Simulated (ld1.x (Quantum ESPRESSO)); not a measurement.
## Mg, RRKJ: configuration errors across variants

ld1.x (Quantum ESPRESSO) 7.5 input, shortened:

```
&input
   title='Mg', zed=12., rel=1, dft='PBESOL', iswitch=3,
   config='[Ne] 3s0.5 3p0 3d-2'
 /
 &inputp
   pseudotype=2, tm=.false., rho0=0.02, lloc=0,
   nlcc=.true.
 /
3
3P  2  1   0.00   0.00  2.70  2.70  0.0
3D  3  2  -2.00   0.10  2.40  2.40  0.0
3S  1  0   0.50   0.00  2.50  2.50  0.0
 &test
   configts(1)='3s0.5 3p0'
 /
```

All-electron excitation energies from the reference (eV): (1) 3s2 3p0 -14.452; (2) 3s1 3p0 -6.532; (3) 3s1.5 3p0 -11.323; (4) 3s0 3p1 -2.222; (5) 3s1 3p1 -10.978; (6) 3s0 3p2 -7.326.

1 further variants failed, have other tests or too few solved ones, and are left out.

Errors AE − PS in meV (a dash: test not solved or not reliable):

| change | (1) | (2) | (3) | (4) | (5) | (6) | bound ghosts |
| --- | --- | --- | --- | --- | --- | --- | --- |
| base | +31 | +7.4 | +20 | -0.5 | +26 | +12 | none |
| wave 3s (bound): rc 2.50 bohr becomes 3s (bound): rc 1.70 bohr | +32 | +7.9 | +21 | -0.2 | +25 | +12 | none |
| wave 3s (bound): rc 2.50 bohr becomes 3s (bound): rc 1.90 bohr | +30 | +7.7 | +20 | -0.2 | +24 | +11 | none |
| wave 3s (bound): rc 2.50 bohr becomes 3s (bound): rc 2.48 bohr | +31 | +7.4 | +20 | -0.5 | +26 | +12 | none |
| wave 3s (bound): rc 2.50 bohr becomes 3s (bound): rc 2.76 bohr | +28 | +6.2 | +17 | -1.0 | +28 | +14 | none |
| wave 3s (bound): rc 2.50 bohr becomes 3s (bound): rc 3.46 bohr | +7.6 | -1.5 | -0.7 | -1.1 | +34 | +29 | none |
| wave 3s (bound): rc 2.50 bohr becomes 3s (bound): rc 3.68 bohr | -1.8 | -5.4 | -9.3 | +0.7 | +39 | +41 | none |

(1) Give the same row for: wave 3s (bound): rc 2.50 bohr becomes 3s (bound): rc 3.12 bohr.

Answers

(1) +19, +2.7, +9.0, -1.6, +30, +20; bound ghosts: none.
